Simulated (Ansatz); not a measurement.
```yaml
atoms:
  - { symbol: Li, position_ang: [2.7040, 0.0000, 0.0000] }
  - { symbol: Li, position_ang: [1.3520, 2.3417, 0.0000] }
  - { symbol: Li, position_ang: [-1.3520, 2.3417, 0.0000] }
  - { symbol: Li, position_ang: [-2.7040, 0.0000, 0.0000] }
  - { symbol: Li, position_ang: [-1.3520, -2.3417, 0.0000] }
  - { symbol: Li, position_ang: [1.3520, -2.3417, 0.0000] }
```

Basis set: 6-31G (spherical functions). All electrons are correlated. Charge 0, multiplicity 1.

Computed with Ansatz (development build ahead of 0.2.0); each method stands on the lowest determinant of its kind that the runs found. Restricted open shells among the atoms or ions are ROHF, correlated in semicanonical orbitals with singles.

Give the atomization energy at this shape (free ground-state atoms in the same class of orbitals less the molecule, no zero-point energy) of singlet Li6 by RHF-MP2, RHF.

```
 method  atomization energy
RHF-MP2      44.84 kcal/mol
    RHF      -1.79 kcal/mol
```

Caution: the shape is not the minimum.

This basis has no polarisation functions and is too small for such energies, which can lie far from measured ones in either direction.
